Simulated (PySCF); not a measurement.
Ionisation energy of I²⁺ by level of theory

I²⁺ [Kr] 4d10 5s2 5p3 (4S) → I³⁺ [Kr] 4d10 5s2 5p2 (3P), as a difference of total energies. Calculation: PySCF 2.14, in def2-QZVPPD with the def2 core potential (28 electrons); a scalar-relativistic core potential. Correlated levels: valence: 4s2 4p6 4d10 frozen. The calculations carry no spin-orbit coupling.

```
           method  ionisation energy (eV)
              UHF                  29.882
    MP2 (valence)                  30.373
SCS-MP2 (valence)                  30.240
   CCSD (valence)                  30.350
CCSD(T) (valence)                  30.381
```

Q: How much does correlation contribute at CCSD(T) (valence)?

A: 30.381 − (29.882) = 0.499 eV, measured against UHF.

The reference lies between the lowest fine-structure levels, while these numbers refer to the centres of the terms.

Errors of the correlated levels include the incompleteness of this basis and the frozen core.

For comparison: 29.57 ± 0.025 eV (measured; NIST Atomic Spectra Database, ionization energies).
